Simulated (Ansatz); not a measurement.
Computed with Ansatz on PBE0-D4/def2-TZVP structures; ΔE is electronic, products minus reactants. CCSD(T)/CBS is the MP2 limit (def2-TZVPP, def2-QZVPP) plus CCSD(T) − MP2 in def2-TZVPP, frozen cores. This one scheme is used for every species. Functionals use def2-TZVPP. B3LYP here is the variant with VWN-RPA as its local correlation; programs differ in this. For Zn outer-core shells are correlated without core-valence functions, which leaves a few kJ/mol of doubt a bond. Scalar relativity is left out up to krypton. One conformer a species, not always the lowest.

Consider the hydrogenolysis of a C–O bond: `O[CH](Cl)[Zn][F]` + H₂ → `[F][Zn][CH2]Cl` + H₂O.

`O[CH](Cl)[Zn][F]`:

Cartesian coordinates in Å:
```
O -0.385 1.219 0.953
C 0.391 0.223 0.403
Cl 0.465 -1.252 1.495
Zn -0.074 -0.523 -1.339
F -0.501 -1.218 -2.885
H -1.309 0.952 0.963
H 1.413 0.598 0.411
```

H₂:

```xyz
2

H    -0.342   -0.033   -0.146
H     0.342    0.033    0.146
```

`[F][Zn][CH2]Cl`:

```xyz
6

F    -1.070   -0.794    2.662
Zn   -0.373   -0.374    1.115
C     0.372    0.104   -0.596
Cl   -0.776    1.185   -1.446
H     0.533   -0.764   -1.234
H     1.314    0.643   -0.501
```

H₂O:

Z-matrix (Å, degrees):
```
O
H 1 0.960
H 1 0.960 2 105.1
```

| level | ΔE (kJ/mol) | difference from CCSD(T)/CBS |
| --- | --- | --- |
| revPBE-D4 | -85.3 | 27.0 |
| B3LYP-D4 | -97.9 | 14.4 |
| r2SCANh-D4 | -97.9 | 14.4 |
| ωB97M-V | -103.9 | 8.4 |
| B2PLYP | -106.4 | 5.9 |
| revPBE | -94.9 | 17.4 |
| r2SCAN | -93.9 | 18.4 |
| CAM-B3LYP | -105.7 | 6.6 |
| RPA@PBE/def2-TZVPP | -105.6 | 6.7 |
| HF/def2-TZVPP | -124.5 | -12.2 |
| CCSD(T)/CBS | -112.3 | 0 |

Largest T1 diagnostic among the species: 0.016.

Leaving LDA and LC-ωPBE aside and taking each functional with its dispersion term where it has one, the values, not all of them listed here, spread over 27.0 kJ/mol, from PBE-QIDH to revPBE-D4. LDA lies +7.1 kJ/mol from PBE without D4. From BLYP to BHLYP (50 % exact exchange), in def2-TZVPP and without D4, ΔE moves by −20.8 kJ/mol.

CCSD(T)/CBS has its own doubt, a few kJ/mol and more with outer-core shells, so smaller differences from it don't rank the levels.
